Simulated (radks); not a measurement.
Values are calculated unless marked as measured or tabulated.
How relativity changes the ionisation of neutral carbon ([He] 2s2 2p2) to C+ ([He] 2s2 2p1). Spin-unpolarised spherical Kohn-Sham, PBE, point nucleus unless stated (finite: rms radius 2.4702 fm), a radial shooting solver on a logarithmic mesh with Libxc functionals. A level marked "c x" has the speed of light scaled by that factor and shares open shells by 2j + 1; other Dirac levels either fill j = l - 1/2 first or share by 2j + 1.

non-rel.: E(C) (hartree) -37.74821; E(C+) (hartree) -37.34893; IE (eV) 10.865; HOMO 2p; <r> HOMO (bohr) 1.800
scalar-rel.: E(C) (hartree) -37.76481; E(C+) (hartree) -37.36567; IE (eV) 10.861; HOMO 2p; <r> HOMO (bohr) 1.800
scalar-rel., finite nucleus: E(C) (hartree) -37.76481; E(C+) (hartree) -37.36566; IE (eV) 10.861; HOMO 2p; <r> HOMO (bohr) 1.800
Dirac, 2j+1 shares: E(C) (hartree) -37.76481; E(C+) (hartree) -37.36567; IE (eV) 10.861; HOMO 2p3/2; <r> HOMO (bohr) 1.800
Dirac, low j first: E(C) (hartree) -37.76524; E(C+) (hartree) -37.36595; IE (eV) 10.865; HOMO 2p1/2; <r> HOMO (bohr) 1.799
Dirac, 2j+1 shares, finite nucleus: E(C) (hartree) -37.76481; E(C+) (hartree) -37.36566; IE (eV) 10.861; HOMO 2p3/2; <r> HOMO (bohr) 1.800
Dirac, c x 0.85: E(C) (hartree) -37.77120; E(C+) (hartree) -37.37211; IE (eV) 10.860; HOMO 2p3/2; <r> HOMO (bohr) 1.801
Dirac, c x 1.5: E(C) (hartree) -37.75558; E(C+) (hartree) -37.35636; IE (eV) 10.863; HOMO 2p3/2; <r> HOMO (bohr) 1.800
Dirac, c x 3: E(C) (hartree) -37.75005; E(C+) (hartree) -37.35078; IE (eV) 10.865; HOMO 2p3/2; <r> HOMO (bohr) 1.800

NIST Atomic Spectra Database: 11.260 eV (measured). The relativistic part of the total energy of C is -0.0166 hartree (Dirac, 2j+1 shares, finite nucleus), 0.044 % of the non-relativistic value. Spin polarisation and multiplet splitting of open shells are left out at every level.

Beside tabulated values, note that spin-unpolarised runs miss the spin-polarisation part of the exchange energy of open shells.
